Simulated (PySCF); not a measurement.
2-methylidenethietane (C4H6S), SMILES C=C1CCS1.

Coordinates come from a B3LYP-D3(BJ)/def2-SVP optimisation.

Two levels are set side by side: TDDFT-PBE/def2-SVPD (PySCF) and TDDFT-B3LYP/def2-SVPD (PySCF). Vertical, same geometry. The lowest singlet is HOMO→LUMO 100 % with PBE and HOMO→LUMO 98 % with the other functional; states are paired by order. Differences are taken from unrounded values.

```tsv
quantity	TDDFT-B3LYP
lowest singlet excitation (eV)	4.26
lowest triplet excitation (TDA) (eV)	3.76
first bright state (f over 0.05) (eV)	5.32
its oscillator strength	0.17
```

Task: What does TDDFT-PBE give, and how far is it from TDDFT-B3LYP? (An estimate is asked for; the answer gives what the named calculation found.)

Result: 
```json
[
 {"quantity": "lowest singlet excitation (eV)", "TDDFT-PBE": "4.03", "TDDFT-PBE minus TDDFT-B3LYP": "-0.23"},
 {"quantity": "lowest triplet excitation (TDA) (eV)", "TDDFT-PBE": "3.67", "TDDFT-PBE minus TDDFT-B3LYP": "-0.09"},
 {"quantity": "first bright state (f over 0.05) (eV)", "TDDFT-PBE": "5.02", "TDDFT-PBE minus TDDFT-B3LYP": "-0.30"},
 {"quantity": "its oscillator strength", "TDDFT-PBE": "0.14", "TDDFT-PBE minus TDDFT-B3LYP": "-0.03"}
]
```

A lower first singlet is the usual sign of a functional without exact exchange. Differences between two approximate levels are no errors against the true value.

Rough cost on one machine, each run with all the roots and properties that it gave: TDDFT-B3LYP against TDDFT-PBE within a factor of 2.
